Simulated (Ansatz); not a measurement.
Total energies of `CC[SiH](C)C[SiH](C)C[SiH](C)C[SiH](C)C` from Ansatz at PBE0-D4/def2-TZVP, gas phase (1 Eh = 27.2114 eV = 2625.5 kJ/mol). The reference geometry is relaxed at PBE-D4/def2-SVP.

```csv
state,geometry,energy (Eh)
charge 0 singlet,reference,-1556.44819
charge 1 doublet,reference,-1556.12346
charge 1 doublet,relaxed at PBE-D4/def2-SVP,-1556.14111
charge -1 doublet,reference,-1556.38601
free C atom (triplet),–,-37.80537
free Si atom (triplet),–,-289.24943
free H atom (doublet),–,-0.50104
```

Single mean-field runs in def2-TZVP are fitted with def2-universal-jkfit.

(1) Work out the vertical ionisation energy to the doublet.

(2) Work out the vertical electron affinity, to the doublet.

(3) Give the fundamental gap IE − EA, the Mulliken electronegativity (IE + EA)/2 and the hardness (IE − EA)/2.

(4) How much does the charge 1 doublet relax, and what is the adiabatic ionisation energy?

(5) What is the binding energy per atom against free atoms?

(1) E(charge 1 doublet) − E(charge 0 singlet) = -1556.12346 − (-1556.44819) = 0.32473 Eh = 8.84 eV. For comparison, −ε of the highest occupied level is 7.52 eV at this level, 1.32 eV less.

(2) E(charge 0 singlet) − E(charge -1 doublet) = -1556.44819 − (-1556.38601) = -0.06218 Eh = -1.69 eV; negative, so the extra electron isn't bound. The basis lacks diffuse functions, which makes affinities too small.

(3) From the values in Eh: IE − EA = 0.32473 − (-0.06218) = 0.38691 Eh = 10.53 eV; (IE + EA)/2 = 3.57 eV; (IE − EA)/2 = 5.26 eV. The HOMO–LUMO gap of the same run is 8.29 eV, 2.24 eV smaller than the fundamental gap.

(4) Relaxation: -1556.12346 − (-1556.14111) = 0.01765 Eh = 0.48 eV. Adiabatic ionisation energy: 0.30708 Eh = 8.36 eV, without zero-point energy. 

(5) Atoms: 10 × (-37.80537) + 4 × (-289.24943) + 30 × (-0.50104) = -1550.08262 Eh. Binding: -1550.08262 − (-1556.44819) = 6.36557 Eh = 173.22 eV, or 3.94 eV for each of 44 atoms (no zero-point energy, no counterpoise term).

At PBE0-D4/def2-TZVP the highest occupied level of the charge -1 doublet lies above zero (up to 2.68 eV). By energy differences it is unbound by 1.69 eV (vertical, against the charge 0 singlet, at PBE0-D4/def2-TZVP) and held by the finite basis.
